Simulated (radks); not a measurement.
Charge is removed step by step from the 4d down level of the indium ion In2+, starting from [Kr] 4d(up 5, down 5) 5s1. Method: scalar-relativistic Kohn-Sham, LDA (Slater exchange, Perdew-Wang correlation), spin-polarised, spherical densities, point nucleus; open shells are filled with parallel spins first (spin-orbit coupling, left out, can overturn this in heavy ions); computed with a radial shooting solver on a logarithmic mesh with Libxc functionals.

\begin{tabular}{lrrr}
removed (e) & E - E(0) (eV) & eigenvalue (eV) & E minus straight line (eV) \\ \hline
0 & 0.000 & -36.604 & 0.000 \\
0.1 & 3.736 & -38.126 & -0.704 \\
0.2 & 7.624 & -39.663 & -1.255 \\
0.3 & 11.667 & -41.212 & -1.652 \\
0.4 & 15.866 & -42.776 & -1.893 \\
0.5 & 20.221 & -44.352 & -1.977 \\
0.6 & 24.735 & -45.941 & -1.903 \\
0.7 & 29.408 & -47.543 & -1.670 \\
0.8 & 34.242 & -49.157 & -1.276 \\
0.9 & 39.238 & -50.783 & -0.719 \\
1 & 44.397 & -52.421 & 0.000 \\
\end{tabular}

Removing the whole electron costs 44.397 eV by Delta-SCF, against 36.604 eV from minus the eigenvalue at the starting occupation. Slater's transition state (half an electron removed) gives 44.352 eV. Integrating minus the eigenvalue over the occupation (Janak's theorem) gives 44.405 eV. In this scalar-relativistic scheme the density is built from large components alone, so the theorem holds only approximately. The mean slope of the eigenvalue, de/dn, is 15.8 eV per electron.
